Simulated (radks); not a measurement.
The numbers below are computed, except where a source is named.
Ionisation of N, [He] 2s2 2p3, to N+, [He] 2s2 2p2, under several functionals. Scalar-relativistic Kohn-Sham, spin-polarised, spherical densities, finite nucleus; open shells are filled with parallel spins first; a radial shooting solver on a logarithmic mesh with Libxc functionals.

| functional | E(N) (hartree) | Exc (hartree) | IE (eV) | -e(HOMO) (eV) | <r> HOMO (bohr) | IE error (eV) |
|---|---|---|---|---|---|---|
| MS2 meta-GGA | -54.64913 | -6.81098 | 15.170 | 8.595 | 1.424 | +0.636 |
| B86b exchange with PBE correlation | -54.61768 | -6.76694 | 14.938 | 8.325 | 1.433 | +0.404 |
| LDA (Slater exchange, Perdew-Wang correlation) | -54.16576 | -6.28676 | 14.988 | 8.390 | 1.430 | +0.454 |
| exchange-only PBE | -54.38985 | -6.52492 | 14.277 | 7.740 | 1.444 | -0.258 |
| OLYP | -54.62804 | -6.79002 | 14.828 | 8.160 | 1.424 | +0.293 |
| exchange-only B88 | -54.43300 | -6.57352 | 14.291 | 7.739 | 1.438 | -0.243 |
| PW91 | -54.61073 | -6.76006 | 14.990 | 8.373 | 1.432 | +0.456 |
| PBEsol | -54.35875 | -6.49242 | 14.848 | 8.255 | 1.433 | +0.313 |

NIST Atomic Spectra Database: 14.534 eV (measured). Closest: exchange-only B88. The Delta-SCF values span 0.89 eV, the total energies 0.48 hartree. The highest occupied level is 2p. Open shells are spherical and high-spin; term and fine-structure splittings are not resolved.
